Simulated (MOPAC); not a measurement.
Input for MOPAC: PM6 on H7NO2Si (a complex), monomers drawn apart or pushed together.

```
PM6 1SCF PRECISE CHARGE=0 THREADS=1
H7NO2Si

O     -0.04742771 1     1.04059696 1     1.31714254 1
Si    -0.63688943 1     0.35662861 1    -0.03988783 1
O      0.39431490 1     0.50732271 1    -1.31815438 1
H      0.11139915 1     0.46930399 1     2.10347644 1
H     -1.86126226 1     1.04050751 1    -0.49612203 1
H     -0.91253385 1    -1.08148378 1     0.23563361 1
H      1.31175691 1     0.25786759 1    -1.18255999 1
N      0.36388911 1    -0.69691542 1     3.82775001 1
H      0.03243725 1    -1.63548068 1     3.63385157 1
H      1.32402595 1    -0.76756343 1     4.14533524 1
H     -0.18768094 1    -0.32845208 1     4.59465830 1
```

Program output:

```
*******************************************************************************
 **                                                                           **
 **                              MOPAC v23.2.5                                **
 **                                                                           **
 *******************************************************************************
 ** MOPAC's Digital Object Identifier: https://doi.org/10.5281/zenodo.6511958 **
 **                                                                           **
 ** Please cite the open-source release paper for use of this MOPAC version:  **
 ** J. E. Moussa and J. J. P. Stewart (2026)                                  **
 ** MOPAC: An open-source semiempirical molecular orbital program             **
 ** J. Open Source Softw., 11(119), 8025, https://doi.org/10.21105/joss.08025 **
 *******************************************************************************

                              PM6 CALCULATION RESULTS

 *******************************************************************************
 *  PM6        - The PM6 Hamiltonian to be used
 *
 *
 *
 *                 CHARGE ON SYSTEM = 0
 *
 *
 *
 *  PRECISE    - TIGHTER CRITERIA TO BE USED
 *  1SCF       - DO 1 SCF AND THEN STOP
 *  THREADS=1  - MULTI-THREADING NOT USED
 *  T=         - A TIME OF 172800.0 SECONDS REQUESTED
 *  DUMP=N     - RESTART FILE WRITTEN EVERY 7200.0 SECONDS REQUESTED
 *******************************************************************************
PM6 1SCF PRECISE CHARGE=0 THREADS=1
 H7NO2Si

   ATOM   CHEMICAL          X               Y               Z
  NUMBER   SYMBOL      (ANGSTROMS)     (ANGSTROMS)     (ANGSTROMS)

     1       O         -0.04742771  *   1.04059696  *   1.31714254  *
     2      Si         -0.63688943  *   0.35662861  *  -0.03988783  *
     3       O          0.39431490  *   0.50732271  *  -1.31815438  *
     4       H          0.11139915  *   0.46930399  *   2.10347644  *
     5       H         -1.86126226  *   1.04050751  *  -0.49612203  *
     6       H         -0.91253385  *  -1.08148378  *   0.23563361  *
     7       H          1.31175691  *   0.25786759  *  -1.18255999  *
     8       N          0.36388911  *  -0.69691542  *   3.82775001  *
     9       H          0.03243725  *  -1.63548068  *   3.63385157  *
    10       H          1.32402595  *  -0.76756343  *   4.14533524  *
    11       H         -0.18768094  *  -0.32845208  *   4.59465830  *



          CARTESIAN COORDINATES

    NO.       ATOM           X           Y           Z

     1         O         -0.0474      1.0406      1.3171
     2        Si         -0.6369      0.3566     -0.0399
     3         O          0.3943      0.5073     -1.3182
     4         H          0.1114      0.4693      2.1035
     5         H         -1.8613      1.0405     -0.4961
     6         H         -0.9125     -1.0815      0.2356
     7         H          1.3118      0.2579     -1.1826
     8         N          0.3639     -0.6969      3.8278
     9         H          0.0324     -1.6355      3.6339
    10         H          1.3240     -0.7676      4.1453
    11         H         -0.1877     -0.3285      4.5947

 General Reference for PM6:
 "Optimization of Parameters for Semiempirical Methods V: Modification of NDDO Approximations
 and Application to 70 Elements", J. J. P. Stewart, J. Mol. Mod., 13, 1173-1213 (2007)
 URL: https://link.springer.com/article/10.1007/s00894-007-0233-4

           Empirical Formula: H7 N O2 Si  =    11 atoms



      MOLECULAR POINT GROUP   :   C1


      RHF CALCULATION, NO. OF DOUBLY OCCUPIED LEVELS = 14


 -------------------------------------------------------------------------------
 PM6 1SCF PRECISE CHARGE=0 THREADS=1
 H7NO2Si



     1SCF WAS SPECIFIED, SO BFGS WAS NOT USED
     SCF FIELD WAS ACHIEVED


                              PM6 CALCULATION
                                                       MOPAC v23.2.5 Linux




          FINAL HEAT OF FORMATION =       -151.19127 KCAL/MOL =    -632.58426 KJ/MOL


          COSMO AREA              =        129.02 SQUARE ANGSTROMS
          COSMO VOLUME            =        110.72 CUBIC ANGSTROMS

          IONIZATION POTENTIAL    =         10.471543 EV
          HOMO LUMO ENERGIES (EV) =        -10.472  0.564
          NO. OF FILLED LEVELS    =         14
          MOLECULAR WEIGHT        =         81.1463         POINT GROUP:  C1

          MOLECULAR DIMENSIONS (Angstroms)

            Atom       Atom       Distance
            H    11    O     3     5.99988
            H    10    H     5     3.81512
            H     6    O     1     2.42940


          SCF CALCULATIONS        =          1





   ATOM   CHEMICAL          X               Y               Z
  NUMBER   SYMBOL      (ANGSTROMS)     (ANGSTROMS)     (ANGSTROMS)

     1       O         -0.04742771  *   1.04059696  *   1.31714254  *
     2      Si         -0.63688943  *   0.35662861  *  -0.03988783  *
     3       O          0.39431490  *   0.50732271  *  -1.31815438  *
     4       H          0.11139915  *   0.46930399  *   2.10347644  *
     5       H         -1.86126226  *   1.04050751  *  -0.49612203  *
     6       H         -0.91253385  *  -1.08148378  *   0.23563361  *
     7       H          1.31175691  *   0.25786759  *  -1.18255999  *
     8       N          0.36388911  *  -0.69691542  *   3.82775001  *
     9       H          0.03243725  *  -1.63548068  *   3.63385157  *
    10       H          1.32402595  *  -0.76756343  *   4.14533524  *
    11       H         -0.18768094  *  -0.32845208  *   4.59465830  *

                             CARTESIAN COORDINATES

   1    O       -0.047427710     1.040596960     1.317142540
   2   Si       -0.636889430     0.356628610    -0.039887830
   3    O        0.394314900     0.507322710    -1.318154380
   4    H        0.111399150     0.469303990     2.103476440
   5    H       -1.861262260     1.040507510    -0.496122030
   6    H       -0.912533850    -1.081483780     0.235633610
   7    H        1.311756910     0.257867590    -1.182559990
   8    N        0.363889110    -0.696915420     3.827750010
   9    H        0.032437250    -1.635480680     3.633851570
  10    H        1.324025950    -0.767563430     4.145335240
  11    H       -0.187680940    -0.328452080     4.594658300


           Empirical Formula: H7 N O2 Si  =    11 atoms



      MOLECULAR POINT GROUP   :   C1


                  EIGENVALUES
 -31.66932 -29.77844 -29.35092 -19.30267 -17.85566 -16.85850 -16.83933 -15.52136
 -13.61814 -12.99087 -12.81730 -12.13694 -11.08784 -10.47154   0.56363   0.91529
   1.53666   1.95238   2.19948   2.89301   3.61336   4.70808   4.98748   5.46055
   5.74469   6.04913   6.06197   6.15753


              NET ATOMIC CHARGES AND DIPOLE CONTRIBUTIONS

  ATOM NO.   TYPE          CHARGE      No. of ELECS.   s-Pop       p-Pop       d-Pop
    1          O          -0.558171        6.5582     1.67489     4.88328
    2         Si           0.310462        3.6895     1.08807     1.40196     1.19951
    3          O          -0.529621        6.5296     1.67446     4.85516
    4          H           0.393065        0.6069     0.60693
    5          H           0.024247        0.9758     0.97575
    6          H          -0.004409        1.0044     1.00441
    7          H           0.348520        0.6515     0.65148
    8          N          -0.614861        5.6149     1.58629     4.02857
    9          H           0.209182        0.7908     0.79082
   10          H           0.209822        0.7902     0.79018
   11          H           0.211764        0.7882     0.78824
 DIPOLE           X         Y         Z       TOTAL
 POINT-CHG.     0.485    -2.780     2.889     4.038
 HYBRID         1.397    -0.477     1.315     1.977
 SUM            1.882    -3.257     4.205     5.641


          ATOMIC ORBITAL ELECTRON POPULATIONS

     Atom    s        px        py        pz      x^2-y^2     xz        z^2       yz        xy
    1  O   1.67489   1.76104   1.66183   1.46041
    2 Si   1.08807   0.45661   0.59613   0.34922   0.26781   0.28920   0.27206   0.17983   0.19060
    3  O   1.67446   1.37991   1.77877   1.69648
    4  H   0.60693
    5  H   0.97575
    6  H   1.00441
    7  H   0.65148
    8  N   1.58629   1.18534   1.34457   1.49866
    9  H   0.79082
   10  H   0.79018
   11  H   0.78824

 **********************
 *                    *
 * JOB ENDED NORMALLY *
 *                    *
 **********************




 == MOPAC DONE ==
```

The run finished.

Cost: roughly 0.03 core-seconds.
